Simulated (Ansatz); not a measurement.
Ideal-gas functions of ClFH2HfO2 (`[OH][Hf]([OH])([F])[Cl]`) at 800 K and 1 bar, from an Ansatz frequency run at PBE0-D4/def2-TZVP.

Molar mass 266.95 g/mol, point group Cs (symmetry number 1), electronic degeneracy 1, moments of inertia 178.729, 301.033, 301.521 u Å². Harmonic wavenumbers (cm⁻¹, unscaled): 122, 128, 142, 160, 175, 175, 219, 240, 286, 371, 636, 705, 730, 4021, 4025.

Use S(trans) = R[1.5 ln M + 2.5 ln T − 1.1517]; rotational temperatures θ = 24.2544 K / I; S(rot) = R[ln(√π/σ · √(T³/θAθBθC)) + 1.5]; for each mode x = 1.438777 ν̃/T, S = R[x/(eˣ − 1) − ln(1 − e⁻ˣ)] and H = RT x/(eˣ − 1); 1 cm⁻¹ = 0.0119627 kJ/mol; R = 8.31446 J/(mol·K).

Problem. By hand: the entropy, in J/(mol·K).

Solution. Translation 199.1. Rotation: θ = 0.1357, 0.0806, 0.0804 K, giving 129.9. Vibration, mode by mode: 20.94, 20.54, 19.69, 18.70, 17.96, 17.96, 16.11, 15.36, 13.93, 11.83, 7.64, 6.88, 6.62, 0.05, 0.05, in all 194.3. Electronic 0.0. Sum 523.3 J/(mol·K).

Problem. By hand: H − E and G − E in kJ/mol, counted from the electronic energy.

Solution. Zero-point energy ½ × 12135 × 0.0119627 = 72.6; thermal vibration 65.4; translation, rotation and pV give 4 RT = 26.6. H − E = 164.6 kJ/mol, and G − E = 164.6 − 800 × 523.3/1000 = -254.0 kJ/mol.

Vibration gives 37 % of the entropy, 61.2 J/(mol·K) of it from the modes under 150 cm⁻¹: soft modes count most, and the harmonic formula is weakest for them. The sum counts one conformer and one mirror image; others add a mixing term.
